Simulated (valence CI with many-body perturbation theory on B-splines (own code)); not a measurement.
**Ga XI in brief**

Level of theory: configuration interaction combined with many-body perturbation theory (CI+MBPT): three valence electrons over a frozen Dirac-Fock core [Ar], radial functions for each j: 9 s, 9 p, 10 d, 8 f, 5 g, 3 h, 1 i, with the one-electron correlation potential Σ1, the two-electron term Σ2, the three-electron term Σ3, Breit, model QED; selected CI, second order for the rest, scaled by the run's own slope (own B-spline code, finite nucleus).

No measured levels were compared; by estimate terms of the open shell hold to 2 to 4 % of their energy, and close levels can change places. Core correlation moves these levels by up to 3300 cm⁻¹, and in measured spectra 5 to 20 % of such shifts remained as error; rates that hang on mixing are uncertain with them. Only levels of the ground parity were solved; by the run's estimate the other parity begins above the list, which can be wrong where configurations are misplaced.

Rates and lifetimes use the calculated energies. Strong lines usually hold to 10 to 20 %, long lifetimes can be off by a factor of two.

Problem. What is the ground level?

Solution. 3d³ ⁴F_3/2, composition 99 % 3d³ ⁴F + 1 % 3d³ ²D, g = 0.402.

Problem. How well does LS coupling describe the low levels?

Solution. Among the lowest 19 levels the leading LS term, summed over configurations, holds 92 % on average. For single configurations the figures are 92 % in LS and 65 % in jj coupling. Terms mix most in the J = 3/2 level at 42841 cm⁻¹, where the leading one holds 53 %.

Problem. How is the term ⁴F of the ground level split?

Solution. J = 3/2 at 0.0, J = 5/2 at 2048, J = 7/2 at 4599, J = 9/2 at 7466 cm⁻¹.

Problem. What is the ionisation energy?

Solution. 280.6 eV; NIST lists 280 ± 2.4 eV (theoretical).
